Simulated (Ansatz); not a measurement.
| atom | x (Å) | y (Å) | z (Å) |
| --- | --- | --- | --- |
| N | -0.0005 | -0.0215 | 0.0765 |
| H | 0.9472 | 0.0340 | -0.2489 |
| H | -0.5057 | 0.8251 | -0.2544 |
| H | -0.4459 | -0.8553 | -0.2864 |

Basis set: STO-3G (spherical functions). Left uncorrelated: 1 orbital. Charge 0, multiplicity 1.

Computed with Ansatz (development build ahead of 0.2.0); each method stands on the lowest determinant of its kind that the runs found. Restricted open shells among the atoms or ions are ROHF, correlated in semicanonical orbitals with singles.

The atomization energy at this shape (free ground-state atoms in the same class of orbitals less the molecule, no zero-point energy) of singlet NH3:

| method | atomization energy |
| --- | --- |
| RHF-MP2 | 998.4 kJ/mol |

**Question.** What does RHF give?

**Answer.** 875.5 kJ/mol.

This basis has no polarisation functions and is too small for such energies, which can lie far from measured ones in either direction.
